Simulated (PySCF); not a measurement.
Ga(H)2(Me), CH5Ga, SMILES [CH3][GaH2], singlet at its CAM-B3LYP/def2-SVP optimised geometry (Å):

```
7

Ga     0.1570    -0.5877     0.0000
H     -0.6020    -1.9630    -0.0252
H      1.7274    -0.5877     0.0000
C     -0.8613     1.0925     0.0000
H     -1.2625     1.2671    -1.0129
H     -0.2493     1.9630     0.2737
H     -1.7274     1.0345     0.6767
```

Method: CAM-B3LYP/def2-TZVP in PySCF. Cells within 0.4 Å of a nucleus heavier than hydrogen are left out (blank, or x).

Map of the HOMO amplitude (bohr^(-3/2)), clipped to [-0.25, 0.25] on the plane z = 0.0 Å; orbital energy -9.40 eV, overall sign arbitrary:

```
|444444444444444444444444444|
|444444444444444444444444444|
|444444444444444444444444444|
|444444444333444444444444444|
|444444433333334444444444444|
|444444333333334444444444444|
|444443333222234444444444444|
|444443322112234444444444444|
|444443321002444444444444444|
|444443321xxx665544444444444|
|4444433334xx976544444444444|
|444444444699976544444444444|
|444444445688876544333444444|
|444444445677655543333344444|
|4444444455664xx533223334444|
|4444444445555xx432112334444|
|4444444444444xx322222334444|
|444444444433332222233334444|
|444444443332222223333344444|
|444444443321122233333444444|
|444444443321223333334444444|
|444444443332233333444444444|
|444444444333333344444444444|
|444444444433334444444444444|
|444444444444444444444444444|
|444444444444444444444444444|
|444444444444444444444444444|
```
Scale: ten equal steps from -0.197 (start of '0') to 0.250 (end of '9'), in the order '0123456789'; x runs from -4.00 to 4.00, y from -4.00 (bottom) to 4.00 (top).
